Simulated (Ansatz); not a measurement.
Species: arsenic trifluoride, AsF3, charge 0, multiplicity 1. 
Structure (B3LYP-D3(BJ)/def2-TZVP (Ansatz, an electronic-structure program) minimum search):
```xyz
4

F     -0.8444    -1.2126    -0.5085
As     0.0043    -0.0097     0.3990
F      1.4749    -0.1021    -0.5065
F     -0.6462     1.3505    -0.4481
```

Basis-set convergence of Hartree-Fock and MP2 correlation energies (hartree) with Ansatz. Cores are frozen in the correlated levels unless marked. No spin-orbit coupling. The frozen core is the preceding noble-gas configuration, with the filled d and f shells of earlier blocks. Non-relativistic.

```
basis    functions        E(HF)  E(corr, MP2)
-------  ---------  -----------  ------------
cc-pVDZ         69  -2532.55384      -0.67097
cc-pVTZ        133            …             …
```

Some entries are withheld; supply them.


- cc-pVTZ, E(HF): -2532.75338
- cc-pVTZ, E(corr, MP2): -0.89498
